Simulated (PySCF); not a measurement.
**Magnetisability: `C=C[Si@H](N)[NH2+]C`, [C3H11N2Si]+, charge +1**

Cartesian coordinates in Å; atom numbers follow the order of the lines, from 1:
```xyz
17

C     2.225   -0.760   -0.600
C     1.318    0.133   -0.983
Si    0.144    1.032    0.165
N     0.733    1.095    1.764
N    -1.282   -0.231    0.467
C    -1.890   -0.769   -0.758
H     2.350   -1.051    0.430
H     2.884   -1.237   -1.308
H     1.266    0.386   -2.035
H    -0.618    2.127   -0.422
H     1.704    1.322    1.916
H     0.185    1.476    2.522
H    -0.900   -1.000    1.018
H    -2.011    0.196    1.039
H    -2.686   -1.477   -0.531
H    -2.303    0.044   -1.349
H    -1.126   -1.274   -1.344
```

Total charge +1.

Theory: PySCF 2.14.0, GIAO HSE06/pcseg-1 magnetisability, rotational g tensor and spin-rotation constants, non-relativistic, gas phase. Geometry: GFN2-xTB.

For an ion the centre-of-mass motion in the field is neglected.

Question: What are the magnetisability and the molar susceptibility?

Answer: Isotropic -1094 × 10⁻³⁰ J/T², or -65.9 × 10⁻⁶ cm³/mol; principal values -1244, -1041, -996 × 10⁻³⁰ J/T², anisotropy 228 × 10⁻³⁰ J/T² (root of half the summed squared differences of the principal values). The susceptibility is in cgs units.

Question: Split it along the inertial axes a, b, c into diamagnetic and paramagnetic parts about the centre of mass, with the quadrupole moment.

Answer: 
| axis | χ (10⁻⁶ cm³/mol) | diamagnetic (10⁻⁶ cm³/mol) | paramagnetic (10⁻⁶ cm³/mol) | summed x² of all electrons (Å²) | quadrupole Θ (D Å) |
| --- | --- | --- | --- | --- | --- |
| a | -69.2 | -488.5 | 419.3 | 120.6 | +9.79 |
| b | -65.6 | -641.3 | 575.7 | 84.6 | +1.49 |
| c | -62.8 | -870.2 | 807.4 | 30.6 | -11.28 |

Anisotropies 2χaa − χbb − χcc = -10.0 and 2χbb − χaa − χcc = +0.9 × 10⁻⁶ cm³/mol. Θ is traceless in Buckingham's convention.

Question: And the rotational g tensor?

Answer: 
| axis | rotational constant (GHz) | g | nuclear part | electronic part |
| --- | --- | --- | --- | --- |
| a | 3.1214 | +0.0086 | 0.6236 | -0.6149 |
| b | 2.2455 | +0.0076 | 0.6149 | -0.6073 |
| c | 1.5729 | +0.0088 | 0.6055 | -0.5966 |

Asymmetric top; isotopes 12C, 1H, 14N, 28Si; no vibrational averaging.
